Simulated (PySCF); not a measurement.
## K: ionisation energy

K [Ar] 4s1 (2S) → K⁺ [Ar] (1S), as a difference of total energies. All numbers are calculated (PySCF 2.14, the spin-free X2C one-electron Hamiltonian (Gaussian nucleus), in dyall-av3z (25s18p5d2f, 118 functions)). The calculations carry no spin-orbit coupling.

| method | ionisation energy (eV) |
| --- | --- |
| UHF | 4.023 |
| LDA | 4.551 |
| PBE | 4.465 |
| PBE0 | 4.392 |
| r2SCAN | 4.263 |
| LC-wPBE | 4.238 |
| CAM-B3LYP | 4.453 |
| BP86 | 4.496 |

For comparison: 4.341 eV (measured; NIST Atomic Spectra Database, ionization energies).
